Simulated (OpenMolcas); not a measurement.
# Computed transition rates of Ir VIII

```json
{
 "Program": "OpenMolcas",
 "Method": "CASSCF",
 "Basis": "ANO-RCC-VTZP [8s7p5d3f1g]",
 "Scalar Hamiltonian": "DKH2, point nucleus",
 "Active space": "2 electrons in 5 orbitals (5d)",
 "State averaging": "2S+1 = 3 even, 10 roots; 2S+1 = 1 even, 15 roots",
 "Spin-orbit coupling": "state interaction with AMFI integrals over the reference wave functions, term energies averaged over their components"
}
```

Rates come from the transition moments of the reference wave functions (E1 and E2 in the length form). At fixed line strength A goes as λ^-3 for E1 and M1 and as λ^-5 for E2, so a rate at the computed wavelength can be rescaled to the measured one. Measured vacuum wavelengths follow from level energies in van het Hof, Joshi, Wyart and Sugar, J. Res. Natl. Inst. Stand. Technol. 100, 687 (1995). Branching counts decays inside the model space alone, at computed energies, and the table is only a selection of the E2 and M1 lines, drawn from those between levels with measured partners whose computed energy lies within a factor of 1.5 of the measured one.

```
  Upper    Lower  Type  λ computed (nm)  λ measured (nm)  A computed (s-1)  A rescaled (s-1)  Branching %
5d² ³P₁  5d² ³P₀    M1             1255             1255          8.28e+00          8.28e+00         62.8
5d² ³F₄  5d² ³F₃    M1             1036             1118          1.52e+01          1.21e+01         99.9
5d² ³F₃  5d² ³F₂    M1            785.2            789.1          4.69e+01          4.62e+01        100.0
5d² ³P₁  5d² ³F₃    E2            668.7            796.9          1.09e-01          4.53e-02          0.8
5d² ¹G₄  5d² ³F₄    M1            604.7            683.2          2.14e+01                           25.8
5d² ³P₀  5d² ³F₂    E2            506.9            579.6          8.45e-01          4.32e-01        100.0
5d² ¹G₄  5d² ³F₃    M1            381.9            424.1          6.13e+01                           73.8
5d² ³P₁  5d² ³F₂    M1            361.1            396.5          3.75e+00                           28.5
5d² ³P₁  5d² ³F₂    E2            361.1            396.5          7.89e-01          4.94e-01          6.0
5d² ¹S₀  5d² ³P₁    M1            226.9            251.2          4.33e+02                           86.3
5d² ¹S₀  5d² ³F₂    E2            139.3            153.8          1.61e+01                            3.2
```

Spin-changing lines and M1 lines between different terms are not rescaled, since their strength hangs on the term gaps too.

The largest correction is for 5d² ³P₁ → 5d² ³F₃ (E2): 1.09e-01 × (668.7 / 796.9)^5 = 4.53e-02 s-1, a factor of 0.42.

These are rates of the free ion; in crystals, glasses and complexes forced electric-dipole and non-radiative decay shorten such lifetimes by orders of magnitude. No measured rate stands beside these. Rescaling mends the energy factor alone: line strengths can still be far off where a level mixes with configurations outside the active space, and weak or spin-changing lines hang on small mixing coefficients that depend on the term gaps too, so rescaling need not improve them.

Without dynamic correlation excited terms often stand tens of per cent too high (terms of higher spin than the ground term too low), and those without a measured partner can miss by more than the paired ones. Measured partners are found by configuration, term and J. A level has none where our copy of the source lacks it or the pairing is in doubt (some pairs that miss far off the trend of their configuration count as doubtful). Levels of configurations outside the active space are missing.
